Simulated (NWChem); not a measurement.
Species: hydrogen selenide (H₂Se); SMILES [SeH2]

```xyz
3

Se     0.0000     0.0000     0.0820
H      1.0538     0.0000    -0.9617
H     -1.0538     0.0000    -0.9617
```
Atoms are numbered in this order, from 1.

Program: NWChem. Pople sets run with spherical d functions. All runs use the structure optimised with PBE-D3(BJ)/def2-SVP. Static field.

Question: Order these runs by computing time, cheapest first, and give rough ratios: PBE/def2-SVP; PBE/def2-TZVPD; PBE/aug-cc-pVTZ.

Answer: PBE/def2-SVP (1), PBE/def2-TZVPD (4), PBE/aug-cc-pVTZ (50). Ratios are rough, from one shared machine; the cheapest took very roughly 6 core-seconds. What differs between the cheapest and the dearest: isotropic polarisability (bohr³) 20.8 → 32.6; anisotropy (bohr³) 7.4 → 1.5.
